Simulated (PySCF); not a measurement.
SMILES O=C(c1c(OC)ccs1)Cl, C₆H₅ClO₂S

Geometry:
```json
{"atom": "C1", "x (Å)": "-2.181", "y (Å)": "-0.894", "z (Å)": "0.296"}
{"atom": "O2", "x (Å)": "-0.784", "y (Å)": "-1.090", "z (Å)": "0.217"}
{"atom": "C3", "x (Å)": "-0.010", "y (Å)": "-0.025", "z (Å)": "-0.001"}
{"atom": "C4", "x (Å)": "-0.419", "y (Å)": "1.317", "z (Å)": "-0.180"}
{"atom": "C5", "x (Å)": "0.635", "y (Å)": "2.157", "z (Å)": "-0.383"}
{"atom": "S6", "x (Å)": "2.146", "y (Å)": "1.369", "z (Å)": "-0.365"}
{"atom": "C7", "x (Å)": "1.378", "y (Å)": "-0.158", "z (Å)": "-0.077"}
{"atom": "C8", "x (Å)": "2.113", "y (Å)": "-1.374", "z (Å)": "0.062"}
{"atom": "O9", "x (Å)": "1.717", "y (Å)": "-2.477", "z (Å)": "0.261"}
{"atom": "Cl10", "x (Å)": "3.877", "y (Å)": "-1.083", "z (Å)": "-0.104"}
{"atom": "H11", "x (Å)": "-2.442", "y (Å)": "-0.222", "z (Å)": "1.119"}
{"atom": "H12", "x (Å)": "-2.603", "y (Å)": "-1.879", "z (Å)": "0.482"}
{"atom": "H13", "x (Å)": "-2.581", "y (Å)": "-0.498", "z (Å)": "-0.642"}
{"atom": "H14", "x (Å)": "-1.441", "y (Å)": "1.647", "z (Å)": "-0.162"}
{"atom": "H15", "x (Å)": "0.589", "y (Å)": "3.217", "z (Å)": "-0.544"}
```

Method used: GIAO KT3/pcSseg-1 magnetisability, rotational g tensor and spin-rotation constants, non-relativistic, gas phase in PySCF. Geometry: GFN2-xTB.

(1) What are the magnetisability and the molar susceptibility?

(2) Split it along the inertial axes a, b, c into diamagnetic and paramagnetic parts about the centre of mass, with the quadrupole moment.

(3) And the rotational g tensor?

Results:

(1) Isotropic -1517 × 10⁻³⁰ J/T², or -91.3 × 10⁻⁶ cm³/mol; principal values -1899, -1430, -1221 × 10⁻³⁰ J/T², anisotropy 602 × 10⁻³⁰ J/T² (root of half the summed squared differences of the principal values). The susceptibility is in cgs units.

(2) 
```tsv
axis	χ (10⁻⁶ cm³/mol)	diamagnetic (10⁻⁶ cm³/mol)	paramagnetic (10⁻⁶ cm³/mol)	summed x² of all electrons (Å²)	quadrupole Θ (D Å)
a	-86.0	-881.6	795.7	338.5	+10.03
b	-73.6	-1506.7	1433.0	191.2	-3.12
c	-114.4	-2247.1	2132.7	16.6	-6.91
```
Anisotropies 2χaa − χbb − χcc = +16.1 and 2χbb − χaa − χcc = +53.1 × 10⁻⁶ cm³/mol. Θ is traceless in Buckingham's convention.

(3) 
| axis | rotational constant (GHz) | g | nuclear part | electronic part |
| --- | --- | --- | --- | --- |
| a | 1.5084 | -0.0280 | 0.5359 | -0.5639 |
| b | 0.8290 | -0.0172 | 0.5410 | -0.5581 |
| c | 0.5368 | -0.0003 | 0.5376 | -0.5379 |

Asymmetric top; isotopes 12C, 35Cl, 1H, 16O, 32S; no vibrational averaging.
